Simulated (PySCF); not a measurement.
H3B3Cl3N3 (SMILES ClB1NB(Cl)NB(Cl)N1), singlet, at a GFN2-xTB geometry; MP2/STO-3G run with PySCF.

Here is a job for PySCF.
```python
from pyscf import gto, scf, mp

mol = gto.Mole()
mol.atom = '''
    Cl   -1.64657899   -2.57122596   -0.80160105
    B    -0.74801581   -1.16806888   -0.36415518
    N    -1.39762621    0.07263285   -0.12954413
    B    -0.67801320    1.24217779    0.23197843
    Cl   -1.49248487    2.73435911    0.51064538
    N     0.73311727    1.14480397    0.35690215
    B     1.42602901   -0.07410891    0.13217674
    Cl    3.13906386   -0.16313315    0.29095568
    N     0.66450893   -1.21743683   -0.22735802
    H    -2.40215759    0.12483707   -0.22265281
    H     1.26003878    1.96762163    0.61342239
    H     1.14211880   -2.09245870   -0.39076958
'''
mol.basis = 'sto-3g'
mol.verbose = 4
mol.build()

mf = scf.RHF(mol)
mf.kernel()

pt = mp.MP2(mf, frozen=21)
pt.kernel()
print('E(MP2) = %.10f' % pt.e_tot)
```

What the program printed (banner, timings and long lists left out):

```
PySCF version 2.14.0

[INPUT] verbose = 4
[INPUT] num. atoms = 12
[INPUT] num. electrons = 90
[INPUT] charge = 0
[INPUT] spin (= nelec alpha-beta = 2S) = 0
[INPUT] symmetry False subgroup None
[INPUT] Mole.unit = angstrom
[INPUT] Symbol           X                Y                Z      unit          X                Y                Z       unit  Magmom
[INPUT]  1 Cl    -1.646578990000  -2.571225960000  -0.801601050000 AA   -3.111583333563  -4.858912868772  -1.514806445664 Bohr   0.0
[INPUT]  2 B     -0.748015810000  -1.168068880000  -0.364155180000 AA   -1.413545017745  -2.207330277827  -0.688153557042 Bohr   0.0
[INPUT]  3 N     -1.397626210000   0.072632850000  -0.129544130000 AA   -2.641130761414   0.137256194147  -0.244802926745 Bohr   0.0
[INPUT]  4 B     -0.678013200000   1.242177790000   0.231978430000 AA   -1.281259256840   2.347375821117   0.438375699507 Bohr   0.0
[INPUT]  5 Cl    -1.492484870000   2.734359110000   0.510645380000 AA   -2.820387649357   5.167189844109   0.964979914974 Bohr   0.0
[INPUT]  6 N      0.733117270000   1.144803970000   0.356902150000 AA    1.385390857489   2.163365969615   0.674447316768 Bohr   0.0
[INPUT]  7 B      1.426029010000  -0.074108910000   0.132176740000 AA    2.694804274585  -0.140045543290   0.249777838638 Bohr   0.0
[INPUT]  8 Cl     3.139063860000  -0.163133150000   0.290955680000 AA    5.931970982920  -0.308276975338   0.549826549587 Bohr   0.0
[INPUT]  9 N      0.664508930000  -1.217436830000  -0.227358020000 AA    1.255739885028  -2.300622182659  -0.429644390023 Bohr   0.0
[INPUT] 10 H     -2.402157590000   0.124837070000  -0.222652810000 AA   -4.539419953145   0.235907872493  -0.420752831765 Bohr   0.0
[INPUT] 11 H      1.260038780000   1.967621630000   0.613422390000 AA    2.381128200531   3.718265997470   1.159200315776 Bohr   0.0
[INPUT] 12 H      1.142118800000  -2.092458700000  -0.390769580000 AA    2.158291733717  -3.954173869963  -0.738447484011 Bohr   0.0

nuclear repulsion = 605.032531611574
number of shells = 36
number of NR pGTOs = 180
number of NR cGTOs = 60
basis = sto-3g
ecp = {}

******** <class 'pyscf.scf.hf.RHF'> ********
method = RHF
initial guess = minao
damping factor = 0
level_shift factor = 0
DIIS = <class 'pyscf.scf.diis.CDIIS'>
diis_start_cycle = 1
diis_space = 8
diis_damp = 0
SCF conv_tol = 1e-09
SCF conv_tol_grad = None
SCF max_cycles = 50
direct_scf = True
direct_scf_tol = 1e-13
Set gradient conv threshold to 3.16228e-05
Initial guess from minao.
init E= -1601.87232326014
  HOMO = -0.347877135564723  LUMO = 0.14992745562842  gap/eV = 13.54595
cycle= 1 E= -1600.189143664  delta_E= 1.68  |g|= 0.536  |ddm|= 4.83
  HOMO = -0.369528163848404  LUMO = 0.219294293507753  gap/eV = 16.02268
cycle= 2 E= -1600.30362277029  delta_E= -0.114  |g|= 0.134  |ddm|= 1.04
  HOMO = -0.374839285424766  LUMO = 0.260844124107683  gap/eV = 17.29783
cycle= 3 E= -1600.30993149975  delta_E= -0.00631  |g|= 0.0334  |ddm|= 0.212
  HOMO = -0.369919456326775  LUMO = 0.264194199876912  gap/eV = 17.25511
cycle= 4 E= -1600.31045595041  delta_E= -0.000524  |g|= 0.00487  |ddm|= 0.0748
  HOMO = -0.37225595347983  LUMO = 0.261727225069858  gap/eV = 17.25156
cycle= 5 E= -1600.31046789027  delta_E= -1.19e-05  |g|= 0.00121  |ddm|= 0.00994
  HOMO = -0.372124793746517  LUMO = 0.26205231339241  gap/eV = 17.25684
cycle= 6 E= -1600.31046907115  delta_E= -1.18e-06  |g|= 0.000247  |ddm|= 0.00338
  HOMO = -0.372158808987701  LUMO = 0.262058171561224  gap/eV = 17.25792
cycle= 7 E= -1600.31046912251  delta_E= -5.14e-08  |g|= 3.6e-05  |ddm|= 0.000783
  HOMO = -0.372162659271982  LUMO = 0.262059899583801  gap/eV = 17.25807
cycle= 8 E= -1600.31046912359  delta_E= -1.09e-09  |g|= 9.55e-06  |ddm|= 0.0001
  HOMO = -0.372163199011138  LUMO = 0.262060481888845  gap/eV = 17.25811
cycle= 9 E= -1600.31046912367  delta_E= -7.69e-11  |g|= 1.58e-06  |ddm|= 2.78e-05
  HOMO = -0.372163149101515  LUMO = 0.262060593900763  gap/eV = 17.25811
Extra cycle  E= -1600.31046912368  delta_E= -6.37e-12  |g|= 6.94e-07  |ddm|= 3.29e-06
converged SCF energy = -1600.31046912368

******** <class 'pyscf.mp.mp2.RMP2'> ********
nocc = 24, nmo = 39
frozen orbitals 21
E(RMP2) = -1600.59198811667  E_corr = -0.28151899299099
E(SCS-RMP2) = -1600.59590995442  E_corr = -0.285440830748195
E_corr(same-spin) = -0.0604407240473001
E_corr(oppo-spin) = -0.22107826894369
E(MP2) = -1600.5919881167
```
